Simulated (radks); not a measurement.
Problem. Ta+, configuration [Xe] 4f14 5d3 6s1. Method: scalar-relativistic Kohn-Sham, PBE, spin-polarised, spherical densities, finite nucleus; open shells are filled with parallel spins first (spin-orbit coupling, left out, can overturn this in heavy ions); Fermi nuclear charge, rms radius 5.3507 fm; computed with a radial shooting solver on a logarithmic mesh with Libxc functionals. Some entries of the table are withheld. Estimate them.

| orbital | occ. | eigenvalue (eV) | <1/r> (bohr^-1) |
|---|---|---|---|
| 1s up | 1 | -67353.62 | 85.40 |
| 1s down | 1 | -67353.61 | 85.40 |
| 2s up | 1 | -11578.51 | 19.96 |
| 2s down | 1 | -11578.39 | 19.96 |
| 2p up | 3 | -10149.82 | 18.15 |
| 2p down | 3 | -10149.73 | 18.15 |
| 3s up | 1 | -2657.798 | 7.387 |
| 3s down | 1 | -2657.773 | 7.387 |
| 3p up | 3 | -2232.669 | 6.836 |
| 3p down | 3 | -2232.639 | 6.836 |
| 3d up | 5 | -1735.997 | 6.463 |
| 3d down | 5 | -1735.928 | 6.463 |
| 4s up | 1 | -547.4036 | 3.134 |
| 4s down | 1 | -547.3135 | 3.134 |
| 4p up | 3 | -407.9022 | 2.851 |
| 4p down | 3 | -407.8175 | 2.851 |
| 4d up | 5 | -229.1684 | 2.532 |
| 4d down | 5 | -229.0624 | 2.532 |
| 5s up | 1 | -80.4557 | 1.207 |
| 5s down | 1 | -79.2746 | 1.216 |
| 5p up | 3 | -47.1297 | (1) |
| 5p down | 3 | -45.4656 | (2) |
| 4f up | 7 | (3) | 1.998 |
| 4f down | 7 | (4) | 2.007 |
| 6s up | 1 | -12.3756 | 0.4192 |
| 5d up | 3 | -11.3406 | 0.6224 |
| 5d down | 0 | -8.8521 | 0.6327 |

Solution. 
(1) 5p up <1/r> (bohr^-1): 1.007
(2) 5p down <1/r> (bohr^-1): 1.019
(3) 4f up eigenvalue (eV): -31.7634
(4) 4f down eigenvalue (eV): -31.4736
